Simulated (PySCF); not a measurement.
# Sn: ionisation energy

Sn [Kr] 4d10 5s2 5p2 (3P) → Sn⁺ [Kr] 4d10 5s2 5p1 (2P), as a difference of total energies. All numbers are calculated (PySCF 2.14, the spin-free X2C one-electron Hamiltonian (Gaussian nucleus), in aug-cc-pVTZ-DK3 (8s7p5d2f, 68 functions)). Correlated levels: valence: [Kr] 4d10 frozen. The calculations carry no spin-orbit coupling.

```json
{"method": "UHF", "ionisation energy (eV)": "6.851"}
{"method": "MP2 (valence)", "ionisation energy (eV)": "7.156"}
{"method": "SCS-MP2 (valence)", "ionisation energy (eV)": "7.090"}
{"method": "CCSD (valence)", "ionisation energy (eV)": "7.185"}
{"method": "CCSD(T) (valence)", "ionisation energy (eV)": "7.212"}
```

How much does correlation contribute at CCSD(T) (valence)?

7.212 − (6.851) = 0.361 eV, measured against UHF.

Errors of the correlated levels include the incompleteness of this basis and the frozen core.

For comparison: 7.389 eV (measured; NIST levels, between the centres of gravity of the two terms).
